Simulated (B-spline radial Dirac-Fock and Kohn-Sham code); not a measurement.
Pt: scattering cross sections and density moments

System: atomic platinum, configuration 1s2 2s2 2p6 3s2 3p6 3d10 4s2 4p6 4d10 4f14 5s2 5p6 5d9 6p1 (an excited configuration).

The computed values come from a radial atomic solver: Dirac-Fock orbitals of the configuration average with a finite nucleus.

- Sum of ⟨r⟩: 47.60 bohr
- Sum of ⟨r²⟩: 80.23 bohr²
- Sum of ⟨1/r⟩: 594.18 per bohr
- Langevin diamagnetic susceptibility: -63.5 × 10⁻⁶ cm³/mol
- Lamb shielding (α²/3)Σ⟨1/r⟩: 10550 ppm

Coherent scattering is the Thomson cross section weighted by f₀², without anomalous dispersion; incoherent scattering is Klein-Nishina weighted by S. The Lamb formula is the non-relativistic shielding expression. Electron correlation is left out.

| hν (keV) | coherent (b) | incoherent (b) | incoherent per electron (b) |
| --- | --- | --- | --- |
| 2 | 3565 | 3.146 | 0.0403 |
| 5 | 2553 | 8.340 | 0.107 |
| 8.0478 | 1849 | 12.79 | 0.164 |
| 10 | 1536 | 15.13 | 0.194 |
| 17.4793 | 839.0 | 21.40 | 0.274 |
| 30 | 419.1 | 27.45 | 0.352 |
| 50 | 197.2 | 31.47 | 0.403 |
| 500 | 3.394 | 22.03 | 0.282 |

Incoherent scattering overtakes coherent scattering between 50 and 500 keV.
